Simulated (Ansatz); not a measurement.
Geometry optimisation, RKS LDA/def2-SVP in Ansatz.

input.yaml

```yaml
crystal:
  periodic: [false, false, false]
  atoms:
    - { symbol: B, position_ang: [-0.86744, 1.64274, -1.65055] }
    - { symbol: O, position_ang: [-0.26296, 0.54729, -1.20491] }
    - { symbol: Ga, position_ang: [0.53153, -0.88621, -0.56769] }
    - { symbol: Si, position_ang: [0.46633, -0.95888, 1.83734] }
    - { symbol: H, position_ang: [-0.24852, 2.63844, -1.79849] }
    - { symbol: H, position_ang: [-2.0256, 1.62416, -1.88312] }
    - { symbol: H, position_ang: [0.0043, -0.00734, -1.98019] }
    - { symbol: H, position_ang: [0.98901, -2.22408, 2.38195] }
    - { symbol: H, position_ang: [-0.92342, -0.80816, 2.30899] }
    - { symbol: H, position_ang: [1.27022, 0.13677, 2.412] }
basis:
  gaussian: { orbitals: def2-SVP }
hamiltonian:
  xc: lda
relax:
  f_tol: 0.02
  max_steps: 50
```

Run as:

```bash
$ ansatz run input.yaml --threads 2 --pin off --max-ram 3072MiB --backend cpu --events-out ev --progress --plain --runs-dir out
```

Problem. Where does it end, and by what steps?

Solution. The forces met the threshold. The force dipped under the threshold on the way, but the program's further checks kept it going. After 25 steps the energy has fallen by 2.200 eV; H5 moved furthest, 2.21 Å. Parted: Ga3–H7 (1.75 → 2.80 Å).

```json
{"step": "0", "energy less start (eV)": "0.0000", "largest force component (eV/Å)": "4.817", "accepted": "yes"}
{"step": "1", "energy less start (eV)": "-0.7590", "largest force component (eV/Å)": "2.530", "accepted": "yes"}
{"step": "2", "energy less start (eV)": "-1.1508", "largest force component (eV/Å)": "1.486", "accepted": "yes"}
{"step": "3", "energy less start (eV)": "-1.3751", "largest force component (eV/Å)": "1.621", "accepted": "yes"}
{"step": "4", "energy less start (eV)": "-1.5506", "largest force component (eV/Å)": "1.730", "accepted": "yes"}
{"step": "5", "energy less start (eV)": "-1.7764", "largest force component (eV/Å)": "1.354", "accepted": "yes"}
{"step": "6", "energy less start (eV)": "-1.9528", "largest force component (eV/Å)": "0.696", "accepted": "yes"}
{"step": "7", "energy less start (eV)": "-2.0088", "largest force component (eV/Å)": "0.202", "accepted": "yes"}
{"step": "8", "energy less start (eV)": "-2.0413", "largest force component (eV/Å)": "0.334", "accepted": "yes"}
{"step": "9", "energy less start (eV)": "-2.0698", "largest force component (eV/Å)": "0.159", "accepted": "yes"}
{"step": "10", "energy less start (eV)": "-2.0817", "largest force component (eV/Å)": "0.504", "accepted": "yes"}
{"step": "11", "energy less start (eV)": "-2.1101", "largest force component (eV/Å)": "0.332", "accepted": "yes"}
{"step": "12", "energy less start (eV)": "-2.1444", "largest force component (eV/Å)": "0.218", "accepted": "yes"}
{"step": "13", "energy less start (eV)": "-2.1668", "largest force component (eV/Å)": "0.071", "accepted": "yes"}
{"step": "14", "energy less start (eV)": "-2.1847", "largest force component (eV/Å)": "0.215", "accepted": "yes"}
{"step": "15", "energy less start (eV)": "-2.1890", "largest force component (eV/Å)": "0.381", "accepted": "yes"}
{"step": "16", "energy less start (eV)": "-2.1933", "largest force component (eV/Å)": "0.127", "accepted": "yes"}
{"step": "17", "energy less start (eV)": "-2.1978", "largest force component (eV/Å)": "0.083", "accepted": "yes"}
{"step": "18", "energy less start (eV)": "-2.1985", "largest force component (eV/Å)": "0.028", "accepted": "yes"}
{"step": "19", "energy less start (eV)": "-2.1987", "largest force component (eV/Å)": "0.054", "accepted": "yes"}
{"step": "20", "energy less start (eV)": "-2.1765", "largest force component (eV/Å)": "0.555", "accepted": "no"}
{"step": "21", "energy less start (eV)": "-2.1997", "largest force component (eV/Å)": "0.014", "accepted": "yes"}
{"step": "22", "energy less start (eV)": "-2.1999", "largest force component (eV/Å)": "0.017", "accepted": "yes"}
{"step": "23", "energy less start (eV)": "-2.1999", "largest force component (eV/Å)": "0.057", "accepted": "no"}
{"step": "24", "energy less start (eV)": "-2.2001", "largest force component (eV/Å)": "0.018", "accepted": "yes"}
{"step": "25", "energy less start (eV)": "-2.2001", "largest force component (eV/Å)": "0.017", "accepted": "yes"}
```

```xyz
10
Properties=species:S:1:pos:R:3
B -0.801 1.352 -1.148
O -0.395 0.150 -1.635
Ga 0.808 -1.663 -0.777
Si 0.489 -0.633 1.544
H -0.680 1.511 0.051
H -1.247 2.183 -1.922
H -0.489 0.025 -2.602
H 1.018 -1.543 2.638
H -0.959 -0.372 1.926
H 1.190 0.695 1.780
```

Run time: 20 s on 2 threads of Intel(R) Xeon(R) 6975P-C (Granite Rapids), on a shared host, peak memory 0.16 GiB.
